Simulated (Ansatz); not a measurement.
Relaxation of C$_{2}$H$_{9}$AlOSi (14 atoms, charge 0, multiplicity 1), to a largest force component of 0.02 eV/Å in at most 50 steps.

These are results of RKS PBE/def2-SVP (Ansatz), not measurements.

```xyz
14
Properties=species:S:1:pos:R:3
C -0.361 0.762 1.943
C -0.145 0.888 0.434
Si 0.357 -0.771 -0.261
O -0.782 -1.917 -0.002
Al 0.830 -0.572 -2.574
H -0.715 1.821 2.308
H 0.535 0.492 2.475
H -1.189 0.102 2.131
H 0.669 1.647 0.284
H -1.060 1.220 -0.068
H 1.601 -1.216 0.462
H -1.630 -1.537 -0.434
H 2.235 -0.867 -3.141
H -0.358 -0.080 -3.529
```

Where does it end, and by what steps?

The forces met the threshold. After 17 steps the energy has fallen by 0.530 eV; H14 moved furthest, 0.91 Å.

```tsv
step	energy less start (eV)	largest force component (eV/Å)	accepted
0	0.0000	3.386	yes
1	-0.4236	1.537	yes
2	-0.4966	0.230	yes
3	-0.5064	0.167	yes
4	-0.5127	0.142	yes
5	-0.5155	0.136	yes
6	-0.5186	0.044	yes
7	-0.5232	0.035	yes
8	-0.5248	0.148	yes
9	-0.5263	0.114	yes
10	-0.5256	0.152	no
11	-0.5273	0.070	yes
12	-0.5289	0.036	yes
13	-0.5285	0.097	no
14	-0.5298	0.032	yes
15	-0.5301	0.039	yes
16	-0.5303	0.021	yes
17	-0.5304	0.015	yes
```

```xyz
14
Properties=species:S:1:pos:R:3
C -0.399 0.859 2.018
C -0.016 0.954 0.534
Si 0.332 -0.745 -0.266
O -0.955 -1.833 0.005
Al 0.809 -0.601 -2.696
H -0.637 1.853 2.451
H 0.424 0.421 2.621
H -1.286 0.207 2.162
H 0.898 1.576 0.395
H -0.818 1.467 -0.043
H 1.482 -1.363 0.491
H -1.707 -1.709 -0.600
H 2.227 -0.151 -3.304
H -0.366 -0.965 -3.739
```

Run time: 54 s on 2 threads of Arm Neoverse V1 (shared host), peak memory 0.16 GiB.
